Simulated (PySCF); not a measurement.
A structure optimised at PBE-D3(BJ)/def2-SVP, used in a PySCF frequency run:

```
C
O 1 1.4158
C 2 1.4094 1 113.07
H 3 1.1075 2 107.53 1 179.77
H 3 1.1166 4 108.63 2 122.16
H 3 1.1189 4 108.49 5 116.56
H 1 1.1198 2 104.97 3 168.77
H 1 1.1226 7 105.45 2 117.38
C 1 1.4892 7 110.28 8 119.01
H 9 1.1008 1 120.95 7 -82.01
H 9 1.1016 10 118.74 1 -167.88
```
Charge 0, spin multiplicity 2.

Task: Write its SMILES and formula.

Result: [CH2]COC, C3H7O

Task: What are its rotational constants (standard atomic weights)?

Result: 16.421, 5.4636, 4.7404 GHz
